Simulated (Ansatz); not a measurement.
Hg2O2, relaxed as a singlet with RKS PBE0-D4/def2-TZVP in Ansatz, starting from the GFN1-xTB geometry. Force threshold 0.02 eV/Å.

In the def2 sets Hg takes a core potential; there is no spin–orbit coupling. The structure comes from a short search, and lower isomers may exist.

Start:

Cartesian coordinates in Å:
```
Hg -0.4948 1.6904 0.0451
Hg -0.9891 -0.5887 1.3339
O 0.8632 0.0084 -1.0058
O 0.6207 -1.1101 -0.3732
```

Estimate the energy that the relaxation releases and the steps that it takes.

0.39 eV, in 10 steps; 8 s on 4 threads of AMD EPYC 9R45 on a shared host. No frequencies were taken in this run, so the end may be a saddle point.

Does the start keep its bonding and symmetry?

Bonds lost: Hg1–Hg2 (atoms count from 1). The end holds 2 separate pieces. Point group C2v at the start, C2v at the end, both within 0.05 Å.

Predict the relaxed structure.


```xyz
4

Hg   -0.5268    2.0520   -0.0311
Hg   -1.1473   -0.8091    1.5869
O     0.9499   -0.1010   -1.0722
O     0.7242   -1.1419   -0.4836
```
Bond lengths (bridged metal pairs left out): 1 × O–O 1.22 Å.
